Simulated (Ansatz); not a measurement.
Start from `C=[CH][AlH][SiH2]Cl` and change one atom or group to get `[SiH3][NH][AlH][SiH2]Cl`.

Ansatz, PBE0-D4/def2-TZVP geometries, multiplicity 1. Each molecule was computed in one conformer, which needn't be the lowest.

| property | `C=[CH][AlH][SiH2]Cl` |
| --- | --- |
| size of the dipole moment (PBE/def2-TZVPP) / D | 1.52 |
| LUMO energy (PBE0/def2-TZVPP) / eV | -2.14 |
| HOMO energy (PBE0/def2-TZVPP) / eV | -7.41 |
| HOMO energy (ωB97M-V/def2-TZVPP) / eV | -9.42 |
| size of the dipole moment (ωB97M-V/def2-TZVPP) / D | 1.63 |
| HOMO–LUMO gap (B3LYP/def2-TZVPP) / eV | 4.90 |

(1) What does the change do to each property? (An estimate is asked.)

## Answers

(1) The calculation gave: 
```csv
property,`[SiH3][NH][AlH][SiH2]Cl`,shift
size of the dipole moment (PBE/def2-TZVPP) / D,2.10,0.58
LUMO energy (PBE0/def2-TZVPP) / eV,-1.76,0.38
HOMO energy (PBE0/def2-TZVPP) / eV,-7.57,-0.16
HOMO energy (ωB97M-V/def2-TZVPP) / eV,-9.58,-0.16
size of the dipole moment (ωB97M-V/def2-TZVPP) / D,2.28,0.65
HOMO–LUMO gap (B3LYP/def2-TZVPP) / eV,5.45,0.55
```

With PBE0 the HOMO falls by 0.16 eV and the LUMO rises by 0.38 eV, so the gap widens by about 0.54 eV. PBE moves the HOMO by -0.15 eV and ωB97M-V by -0.16 eV. Dipoles are sizes alone; their direction can turn.

B3LYP here is the variant with VWN-RPA as its local correlation; programs differ in this.
